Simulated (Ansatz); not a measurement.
This geometry of CH$_{3}$FSSiZn (8 atoms, charge 0, multiplicity 1) is a first-order saddle point.

Computed with Ansatz, RKS r2SCAN-D4/def2-SVP.

```xyz
8
Properties=species:S:1:pos:R:3
F 0.228 -0.010 1.849
C 0.468 0.900 0.865
S 1.025 0.115 -0.780
Si -1.101 -0.853 -1.549
Zn -1.304 1.098 -0.166
H 1.316 1.535 1.188
H 0.611 -1.296 -1.254
H -1.244 -1.490 -0.155
```

(1) Which two structures does it join? (They come from a converged band through this point; their orientation in space is the band's.)

(2) How far does it lie above each of them?

Answers

(1) Bonds broken: Si4–H7. Bonds formed: S3–H7.

First end point:

```xyz
8
Properties=species:S:1:pos:R:3
F 0.190 0.717 2.346
C 0.505 1.065 1.057
S 1.121 -0.396 0.076
Si -0.640 -0.941 -1.146
Zn -1.059 1.167 -0.213
H 1.346 1.778 1.090
H -0.159 -1.193 -2.539
H -1.304 -2.198 -0.673
```

Last end point:

```xyz
8
Properties=species:S:1:pos:R:3
F 0.832 0.405 2.147
C 0.395 0.845 0.940
S 1.006 -0.409 -0.449
Si -0.928 -0.279 -2.096
Zn -1.428 0.768 -0.006
H 0.990 1.744 0.667
H 0.554 -1.499 0.214
H -1.421 -1.575 -1.418
```

(2) 60.1 kcal/mol above the first and 20.3 kcal/mol above the second. This is the barrier of this one path; another mechanism may lie lower. The orbitals stay closed-shell, which can raise the energy where a bond breaks towards radicals; this wasn't checked here.

Time of the run: 10 min on 2 threads of Intel(R) Xeon(R) Platinum 8259CL CPU @ 2.50GHz (Skylake/Cascade Lake) (shared host), peak memory 0.23 GiB.
